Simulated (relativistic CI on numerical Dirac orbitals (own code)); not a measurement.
# Electric-dipole lines of Rh28+

Computed by Dirac-Coulomb-Breit CI, separate exchange-only KLI orbitals for each configuration, QED by a radiative potential, unscaled Slater integrals (own radial code, finite nucleus).

Configuration list (outside the closed core [Ne]): 3s²3p⁵, 3s3p⁶, 3s²3p⁴3d, 3s3p⁵3d, 3p⁶3d, 3s3p⁴3d², 3s²3p³3d4p, 3p⁶4s, 3s²3p⁴4s, 3s3p⁴3d4s, 3p⁶4p, 3s²3p⁴4p, 3s²3p³3d², 3s²3p²3d³, 3s3p³3d³, 3s²3p²3d²4s, 3s²3p²3d²4p. Double excitations out of closed p, d and f shells are left out; levels of such configurations are missing from the list, as are those of other unlisted configurations, and high levels can miss mixing partners.

```csv
λ vac (nm),Lower,Upper,A (s⁻¹),gf,Branching (%)
6.4306,3s²3p⁴3d ⁴D3/2 [4],3s²3p³3d² ⁴D°5/2 [125],1.05e+11,3.90e-01,21.4
6.4347,3s²3p⁴3d ²D5/2 [12],3s²3p³3d² ²P°3/2 [161],2.76e+11,6.87e-01,59.6
6.4533,3s²3p⁴3d ⁴D5/2 [5],3s²3p³3d² ⁴D°5/2 [125],1.05e+11,3.93e-01,21.4
6.4993,3s²3p⁴3d ²D3/2 [10],3s²3p³3d² ²D°3/2 [146],2.17e+11,5.50e-01,59.4
6.4995,3s²3p⁴3d ²D5/2 [12],3s²3p³3d² ²D°5/2 [159],1.75e+11,6.66e-01,51.0
6.5275,3s²3p⁴3d ²P1/2 [6],3s²3p³3d² ²D°3/2 [126],2.22e+11,5.66e-01,45.1
6.5381,3s²3p⁴3d ⁴D7/2 [7],3s²3p³3d² ²G°7/2 [127],1.34e+11,6.84e-01,34.7
6.5444,3s²3p⁴3d ²F7/2 [8],3s²3p³3d² ²F°7/2 [137],2.89e+11,1.49e+00,66.3
6.5656,3s²3p⁵ ²P°3/2 [1],3s²3p⁴3d ²D3/2 [28],2.47e+11,6.38e-01,86.1
6.5708,3s²3p⁴3d ⁴D7/2 [7],3s²3p³3d² ⁴D°5/2 [125],1.92e+11,7.44e-01,39.1
6.6061,3s²3p⁴3d ⁴D7/2 [7],3s²3p³3d² ⁴D°7/2 [124],1.09e+11,5.70e-01,40.0
6.6087,3s²3p⁴3d ⁴F9/2 [9],3s²3p³3d² ⁴D°7/2 [133],2.60e+11,1.36e+00,72.3
6.6247,3s²3p⁴3d ⁴D3/2 [4],3s²3p³3d² ⁴P°1/2 [112],4.00e+11,5.26e-01,77.6
6.6298,3s²3p⁴3d ⁴F9/2 [9],3s²3p³3d² ²G°9/2 [132],7.34e+10,4.84e-01,30.2
6.6439,3s3p⁶ ²S1/2 [3],3s3p⁵3d ²P°3/2 [100],2.32e+11,6.13e-01,65.5
6.6518,3s²3p⁴3d ²F7/2 [8],3s²3p³3d² ²D°5/2 [131],2.93e+11,1.17e+00,74.5
6.6602,3s²3p⁴3d ²D5/2 [23],3s²3p³3d² ²D°3/2 [186],3.36e+11,8.93e-01,65.3
6.6700,3s²3p⁴3d ²D5/2 [12],3s²3p³3d² ²F°5/2 [153],2.62e+11,1.05e+00,61.9
6.6820,3s²3p⁴3d ⁴D7/2 [7],3s²3p³3d² ⁴D°5/2 [120],1.28e+11,5.14e-01,57.6
6.6822,3s²3p⁴3d ⁴D5/2 [5],3s²3p³3d² ⁴P°3/2 [111],2.46e+11,6.59e-01,84.9
6.7041,3s²3p⁴3d ⁴F9/2 [9],3s²3p³3d² ⁴D°7/2 [130],1.30e+11,7.03e-01,43.8
6.7065,3s²3p⁵ ²P°3/2 [1],3s²3p⁴3d ²D5/2 [27],5.11e+11,2.07e+00,100.0
6.7095,3s²3p⁴3d ⁴F9/2 [9],3s²3p³3d² ²H°11/2 [129],9.60e+10,7.78e-01,74.0
6.7134,3s²3p⁴3d ⁴F7/2 [17],3s²3p³3d² ⁴D°5/2 [169],3.30e+11,1.34e+00,68.1
6.7174,3s²3p⁴3d ⁴F9/2 [9],3s²3p³3d² ⁴F°9/2 [128],3.31e+11,2.24e+00,70.0
6.7400,3s²3p⁴3d ²F7/2 [8],3s²3p³3d² ²G°7/2 [127],1.02e+11,5.54e-01,26.5
6.7436,3s²3p⁴3d ⁴D7/2 [7],3s²3p³3d² ⁴D°7/2 [116],1.24e+11,6.78e-01,52.4
6.7807,3s²3p⁴3d ⁴F7/2 [17],3s²3p³3d² ²G°7/2 [168],2.02e+11,1.11e+00,41.7
6.7814,3s²3p⁴3d ²G9/2 [22],3s²3p³3d² ²G°9/2 [175],3.32e+11,2.29e+00,78.6
6.7860,3s²3p⁵ ²P°1/2 [2],3s²3p⁴3d ²D3/2 [31],4.59e+11,1.27e+00,100.0
6.7915,3s²3p⁵ ²P°3/2 [1],3s²3p⁴3d ²S1/2 [26],5.87e+11,8.12e-01,95.8
6.8464,3s²3p⁴3d ²F7/2 [24],3s²3p³3d² ²F°7/2 [185],3.13e+11,1.76e+00,64.3
6.8630,3s²3p⁵ ²P°3/2 [1],3s²3p⁴3d ²P3/2 [25],2.24e+11,6.31e-01,90.4
6.8993,3s²3p⁴3d ²F7/2 [24],3s²3p³3d² ²G°9/2 [183],2.40e+11,1.71e+00,93.7
6.9027,3s²3p⁴3d ²G9/2 [22],3s²3p³3d² ²H°11/2 [171],1.97e+11,1.68e+00,100.0
6.9940,3s²3p⁴3d ⁴F9/2 [9],3s²3p³3d² ⁴G°11/2 [115],1.51e+11,1.33e+00,92.9
6.9971,3s²3p⁴3d ²D5/2 [27],3s²3p³3d² ²F°7/2 [194],4.59e+11,2.69e+00,72.7
7.2543,3s²3p⁴3d ²F7/2 [8],3s²3p³3d² ⁴F°9/2 [105],6.12e+10,4.83e-01,47.2
7.2641,3s²3p⁴3d ²D3/2 [28],3s²3p³3d² ²D°5/2 [192],2.19e+11,1.04e+00,32.5
7.3303,3s²3p⁴3d ⁴D7/2 [7],3s²3p³3d² ²G°9/2 [92],1.30e+11,1.05e+00,75.6
7.4361,3s²3p⁴3d ⁴D5/2 [5],3s²3p³3d² ⁴F°7/2 [83],1.03e+11,6.84e-01,72.8
7.5004,3s²3p⁵ ²P°1/2 [2],3s²3p⁴3d ²P1/2 [29],3.79e+11,6.40e-01,94.8
7.5643,3s²3p⁴3d ²F7/2 [19],3s²3p³3d² ²D°5/2 [144],2.06e+11,1.06e+00,47.9
7.6727,3s²3p⁴3d ²G9/2 [22],3s²3p³3d² ²F°7/2 [150],1.34e+11,9.49e-01,40.5
7.8721,3s²3p⁴3d ²F7/2 [19],3s²3p³3d² ²G°9/2 [132],1.55e+11,1.44e+00,63.8
```

Terms are leading LS components. Brackets give the number of a level in order of energy, since labels repeat. The list gives strong lines, with weight on those to low levels, without lines whose two gauges differ by over a factor of 2.5, among the lowest 200 of 2504 levels, so that lines to higher ones, which can be the strongest, are missing. Levels whose partners in the same complex of configurations lie outside the list can be far off, and so can their lines. Rates are taken at the computed energies, electric ones in the length gauge.

At this charge energies of transitions that change n are usually good to better than 1 %, and those within a shell (Δn = 0) to a few per cent.

LS names give the leading component of a level, which can be under half, so a name can repeat, a term be missing and a line seem to break the LS rules.
